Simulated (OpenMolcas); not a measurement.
Ti3+, Zr3+, Hf3+: d down the group

```
Program             : OpenMolcas
Method              : SS-CASPT2, IPEA 0.25 Eh, imaginary shift 0.1 Eh
Basis               : ANO-R2
Scalar Hamiltonian  : X2C, finite nucleus
Spin-orbit coupling : RASSI with atomic mean-field integrals over the reference wave functions, term energies averaged over their components
```

Active space for each ion: 1 electron in 5 orbitals (d); closed shells correlated by CASPT2: Ti3+ 3s 3p; Zr3+ 4s 4p; Hf3+ 5s 5p.

Computed levels in cm-1 above 2D 3/2:

```
                               Level  Ti3+  Zr3+  Hf3+
                              2D 5/2   360  1286  5660
weight of 2D in the lowest level (%)   100   100   100
```

Measured, with the error of the calculation in %. Measured levels: Ti3+ from Corliss and Sugar, J. Phys. Chem. Ref. Data 8, 1 (1979); Zr3+ from the list in Rauch et al., Astron. Astrophys. 599, A142 (2017).

```tsv
Level	Ti3+	Zr3+
2D 5/2	382 (-5.7)	1251 (+2.9)
```

The fine-structure level 2D 5/2 changes by a factor of 15.7 from Ti3+ to Hf3+.

Term energies are means over components that CASPT2 splits; among the terms shown or strongly mixed into the levels shown the widest spread is 16 cm-1 (3d 2D, Ti3+). With one active electron, CASPT2 adds the correlation within the correlated inactive shells and between them and that electron, and leaves the splitting within a term as the reference gives it. Measured partners are found by configuration, term and J. A level has none where our copy of the source lacks it or the pairing is in doubt (some pairs that miss far off the trend of their configuration count as doubtful), and it then counts in no deviation. Levels of configurations outside the active space are missing.
